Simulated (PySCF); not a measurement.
Input for PySCF: D3(BJ) and D4 dispersion corrections on C8H7 (SMILES [CH]=Cc1ccccc1).

```python
from pyscf import gto
from pyscf.dispersion import dftd3, dftd4

mol = gto.M(
    atom='''
    C    -2.95332516   -0.68084262    0.69132513
    C    -2.14952021    0.17044014    0.07996052
    C    -0.67258156    0.11699329   -0.01542132
    C     0.00555700    1.12792637   -0.71786555
    C     1.39722536    1.11384950   -0.83087106
    C     2.13727206    0.08625112   -0.24202845
    C     1.47396343   -0.92703601    0.46062219
    C     0.08567047   -0.91264517    0.57316937
    H    -2.90414951   -1.60130984    1.27192669
    H    -2.60646998    1.03316093   -0.42827622
    H    -0.57016852    1.93411976   -1.18025154
    H     1.90505083    1.90944090   -1.38149045
    H     3.22623086    0.07249647   -0.32865142
    H     2.04611642   -1.73458616    0.92403680
    H    -0.42097150   -1.70835868    1.12381529
    ''',
    basis='def2-svp',
    charge=0, spin=1, verbose=0, max_memory=1800)
d3, d4 = {}, {}
for xc in ['hf', 'pbe', 'blyp', 'revpbe', 'tpss', 'r2scan', 'b3lyp', 'pbe0', 'bhlyp', 'camb3lyp', 'b2plyp']:
    d3[xc] = float(dftd3.DFTD3Dispersion(mol, xc=xc, version='d3bj', atm=False).get_dispersion()['energy'])
    print(f'D3(BJ) {xc:10s} {d3[xc]:14.8f} Eh')
for xc in ['hf', 'pbe', 'blyp', 'revpbe', 'tpss', 'r2scan', 'b3lyp', 'pbe0', 'bhlyp', 'camb3lyp', 'b2plyp']:
    d4[xc] = float(dftd4.DFTD4Dispersion(mol, xc={'camb3lyp': 'cam-b3lyp'}.get(xc, xc), atm=True).get_dispersion()['energy'])
    print(f'D4     {xc:10s} {d4[xc]:14.8f} Eh')
```

It printed:

```
D3(BJ) hf            -0.11705390 Eh
D3(BJ) pbe           -0.01541220 Eh
D3(BJ) blyp          -0.03248072 Eh
D3(BJ) revpbe        -0.03896901 Eh
D3(BJ) tpss          -0.01939775 Eh
D3(BJ) r2scan        -0.00447865 Eh
D3(BJ) b3lyp         -0.02649007 Eh
D3(BJ) pbe0          -0.01334831 Eh
D3(BJ) bhlyp         -0.02047589 Eh
D3(BJ) camb3lyp      -0.01201762 Eh
D3(BJ) b2plyp        -0.01219511 Eh
D4     hf            -0.05604822 Eh
D4     pbe           -0.01529895 Eh
D4     blyp          -0.03395130 Eh
D4     revpbe        -0.05004891 Eh
D4     tpss          -0.02068429 Eh
D4     r2scan        -0.00398608 Eh
D4     b3lyp         -0.02443033 Eh
D4     pbe0          -0.01291425 Eh
D4     bhlyp         -0.01743596 Eh
D4     camb3lyp      -0.01298587 Eh
D4     b2plyp        -0.01072975 Eh
```

The run finished.

Cost: around 0.020 core-seconds (rough).
